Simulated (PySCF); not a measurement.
Isomers of C2H5N. All species are isolated molecules in the gas phase. One relaxed conformer stands for each flexible species; it need not be the lowest. Strings in code marks are SMILES.

Computed with PBE-D3(BJ)/def2-TZVP // PBE0-D3(BJ)/def2-TZVP (PySCF). All candidates: neutral, multiplicity 1. Excitations are Tamm–Dancoff values on a coarser integration grid. The basis has no diffuse functions, so Rydberg states are missing or too high.

```json
{
  "HOMO": "-4.84 eV",
  "T1 excitation (TDA)": "4.13 eV",
  "brightest of the four lowest singlets (TDA)": "6.94 eV"
}
```

Q: Name which member has these values.
A. `C=NC`
B. `[H]/N=C\C`
C. `C=CN`

A: C, `C=CN`. The others give `[H]/N=C\C`: -6.01 eV, 4.41 eV, 7.41 eV; `C=NC`: -5.86 eV, 3.99 eV, 7.59 eV
